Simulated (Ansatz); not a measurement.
System: sum formula MnOClH, charge 0, multiplicity 6. The spin state was set by rule; other spins were not relaxed. 
Geometry from a B3LYP-D3(BJ)/def2-TZVP (Ansatz, a quantum-chemistry and plane-wave program) optimisation:
SMILES: [OH][Mn][Cl]
```xyz
4

Mn    -0.2006    -0.1684     0.3023
Cl     0.8822     0.7871    -1.3592
O     -1.0275    -1.0413     1.6631
H     -1.7612    -0.8411     2.2446
```
Charge 0, spin multiplicity 6.

Wanted: atomisation energy (electronic, to ground-state atoms), in kcal/mol. Correlated levels leave the core frozen unless marked. UHF or UKS for open shells. Spin-orbit coupling is left out. Frozen are the shells of the preceding noble gas and the d and f shells that filled before the atom's block. Non-relativistic. The coupled-cluster limit lacks core correlation, which all-electron functionals hold. CBS marks a two-point X^-3 extrapolation of the correlation energy; Hartree-Fock from the larger set. [CCSD(T)-MP2]/basis is that difference in the basis named.

```tsv
level	program	atomisation energy (kcal/mol)	minus last row
HF/STO-3G	Ansatz	210.0	-83.0
HF/def2-QZVPPD	Ansatz	198.3	-94.7
PBE/def2-TZVPD	Ansatz	309.5	16.5
BLYP-D4/def2-TZVPD	Ansatz + dftd4	300.0	7.0
PBE0-D4/def2-TZVPD	Ansatz + dftd4	293.8	0.8
BHLYP-D4/def2-TZVPD	Ansatz + dftd4	272.4	-20.6
r2SCANh/def2-TZVPD	Ansatz	298.3	5.3
HSE06/def2-TZVPD	Ansatz	292.8	-0.2
LC-wPBE-D4/def2-TZVPD	Ansatz + dftd4	304.6	11.6
LC-wPBE/def2-TZVPD	Ansatz	303.0	10.0
B2GP-PLYP-D4/def2-TZVPD	Ansatz + dftd4	286.5	-6.5
MP2/def2-TZVPPD	Ansatz	296.7	3.7
RI-MP2/CBS(def2-TZVPPD,def2-QZVPPD)	Ansatz	306.3	13.3
SCS-MP2/6-31G	Ansatz	232.7	-60.3
SCS-MP2/def2-SVP	Ansatz	259.7	-33.3
CCSD/6-31G*	Ansatz	249.3	-43.7
CCSD/def2-TZVPPD	Ansatz	276.8	-16.2
CCSD(T)/6-31G*	Ansatz	252.1	-40.9
CCSD(T)/def2-SVP	Ansatz	255.8	-37.2
CCSD(T)/def2-TZVPPD	Ansatz	283.4	-9.6
RI-MP2/CBS(def2-TZVPPD,def2-QZVPPD)+[CCSD(T)-MP2]/def2-TZVPPD	Ansatz	293.0	0.0
```
